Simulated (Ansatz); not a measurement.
Relaxation of C2H7ClOSi (12 atoms, charge 0, multiplicity 1), to a largest force component of 0.03 eV/Å in at most 50 steps.

These are results of RKS PBE-D4/6-31G* (Ansatz 0.2.0), not measurements.

```xyz
12
Properties=species:S:1:pos:R:3:forces:R:3
Si 0.109 -0.090 -0.397 0.18 -0.25 -0.10
Cl 1.240 -1.692 -1.211 0.03 -0.07 0.26
O -0.310 0.752 -1.782 -0.09 0.15 0.05
H -0.005 0.221 -2.541 -0.08 0.14 -0.27
C 1.199 0.946 0.712 0.00 0.01 0.00
C -1.386 -0.806 0.468 -0.02 -0.01 0.02
H 2.150 1.184 0.209 0.01 0.01 0.00
H 0.687 1.896 0.942 0.01 0.02 0.03
H 1.423 0.436 1.664 -0.01 -0.01 -0.01
H -1.099 -1.451 1.316 0.02 0.02 0.00
H -1.988 -1.404 -0.235 -0.01 -0.01 0.00
H -2.021 0.010 0.855 -0.03 0.00 0.01
```

Question: Where does it end, and by what steps?

Answer: The run converged. After 7 steps the energy has fallen by 0.082 eV; H4 moved furthest, 0.57 Å.

| step | energy less start (eV) | largest force component (eV/Å) | accepted |
| --- | --- | --- | --- |
| 0 | 0.0000 | 0.266 | yes |
| 1 | -0.0331 | 0.322 | yes |
| 2 | 0.0323 | 1.401 | no |
| 3 | -0.0502 | 0.196 | yes |
| 4 | -0.0576 | 0.292 | yes |
| 5 | -0.0709 | 0.074 | yes |
| 6 | -0.0810 | 0.110 | yes |
| 7 | -0.0824 | 0.018 | yes |

```xyz
12
Properties=species:S:1:pos:R:3
Si 0.205 -0.135 -0.411
Cl 1.345 -1.825 -0.944
O -0.091 0.783 -1.780
H -0.564 0.312 -2.492
C 1.228 0.942 0.722
C -1.366 -0.794 0.380
H 2.164 1.248 0.226
H 0.668 1.854 0.993
H 1.489 0.406 1.649
H -1.122 -1.401 1.269
H -1.943 -1.431 -0.311
H -2.013 0.042 0.699
```

Whether the end is a true minimum wasn't checked by a vibrational analysis.

Run time: 21 s on 2 threads of Arm Neoverse V1 (shared host), peak memory 0.15 GiB.
